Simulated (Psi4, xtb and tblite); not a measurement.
Relaxed torsion scan: CH₇ClSi₂, SMILES C[SiH2][SiH2]Cl. Scanned: dihedral C1–Si2–Si3–Cl4; all other coordinates were relaxed at B3LYP-D3(BJ)/def2-SVP. Points at φ and −φ are mirror images. Heavy atoms are numbered in the order of the SMILES C[SiH2][SiH2]Cl, hydrogens after them in the order of the atoms that carry them; the mirror image has the same energies with the sign of each dihedral reversed.

- HF/cc-pVTZ // B3LYP-D3(BJ)/def2-SVP (Psi4)
- GFN2-xTB, on its own relaxed geometries (the stored frames are those of B3LYP-D3(BJ)/def2-SVP) (xtb and tblite)
- PBE-D3(BJ)/def2-TZVP // B3LYP-D3(BJ)/def2-SVP (Psi4)

Energies in kcal/mol, each method relative to its own lowest point.

```csv
φ / °,HF/cc-pVTZ,GFN2-xTB,PBE-D3(BJ)/def2-TZVP
-150,0.57,0.14,0.87
-120,0.98,0.37,1.30
-90,0.41,0.46,0.68
-60,0.00,0.46,0.00
-30,0.49,0.51,0.30
0,0.90,0.57,0.74
30,0.49,0.51,0.30
60,0.00,0.46,0.00
90,0.41,0.46,0.68
120,0.98,0.37,1.30
150,0.57,0.14,0.87
180,0.11,0.00,0.42
```
